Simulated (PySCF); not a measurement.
# Excitation energy of Mn+ by level of theory

Mn+ [Ar] 3d5 4s1 (7S) → Mn+ [Ar] 3d4 4s1 4p1 (high-spin determinant), as a difference of total energies. All numbers are calculated (PySCF 2.14, scalar relativity by spin-free X2C-1e, in aug-cc-pwCVTZ-DK with one added diffuse shell each of s, p, d, f, g type (11s10p8d5f4g, 152 functions)). Correlated levels: valence: [Ar] frozen; valence and next inner shell: [Ne] frozen; nothing frozen. The calculations carry no spin-orbit coupling.

| method | excitation energy (eV) |
| --- | --- |
| UHF | 9.263 |
| LDA | 10.907 |
| PBE | 10.608 |
| PBE0 | 10.409 |
| r2SCAN | 10.489 |
| MP2 (valence) | 10.012 |
| SCS-MP2 (valence) | 9.512 |
| MP2 (valence and next inner shell) | 10.471 |
| SCS-MP2 (valence and next inner shell) | 9.995 |
| MP2 (all electrons) | 10.498 |
| SCS-MP2 (all electrons) | 10.013 |

Task: How much does correlation contribute at MP2 (all electrons)?

Result: 10.498 − (9.263) = 1.235 eV, measured against UHF.

A first-order spin-orbit estimate (lowest level to lowest level, LS coupling) adds -0.102 eV.

The determinant of the upper state mixes LS terms, which raises its energy above the lowest term, most at the Hartree-Fock and MP2 levels.
